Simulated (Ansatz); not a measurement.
Energy difference R1 + R2 → P1 + P2, each structure at its B3LYP-D3(BJ)/def2-TZVP stationary point, reached from a drawn start (curvature not checked).
R1, C2H6 (SMILES CC) (charge 0, multiplicity 1):
```xyz
8

C      0.000     0.000     0.763
C      0.000     0.000    -0.763
H      0.000     1.017     1.160
H     -0.881    -0.509     1.160
H      0.881    -0.509     1.160
H      0.000    -1.017    -1.160
H     -0.881     0.509    -1.160
H      0.881     0.509    -1.160
```
P1, C2H5 (SMILES [CH2]C) (charge 0, multiplicity 2):
```xyz
7

C     -0.61308     0.09343     0.00834
C      0.85245    -0.12125    -0.06632
H     -1.16184    -0.63261    -0.59618
H     -0.89459     1.09626    -0.32152
H     -0.99054    -0.01169     1.03733
H      1.26417    -1.11513    -0.17420
H      1.54334     0.69089     0.11274
```
R2: O atom, charge 0, multiplicity 3.
P2, OH (SMILES [OH]) (charge 0, multiplicity 2):
```xyz
2

O      0.0000     0.0000    -0.4883
H      0.0000     0.0000     0.4883
```

P less R. No zero-point or thermal terms; singlets are restricted closed shells; open shells are unrestricted; no spin–orbit coupling.

Frozen-core correlation throughout.

Codes used: Ansatz (a first-principles code). Each number belongs to the level named beside it.

Task: What reaction energy does r2SCAN/def2-TZVPP give?

Result: -4.7 kcal/mol

Task: Estimate the reaction energy that BHLYP/def2-TZVPP returns for this input.

Result: 3.7 kcal/mol

Task: What is the computed reaction energy (CCSD(T)/cc-pVQZ)?

Result: 3.1 kcal/mol
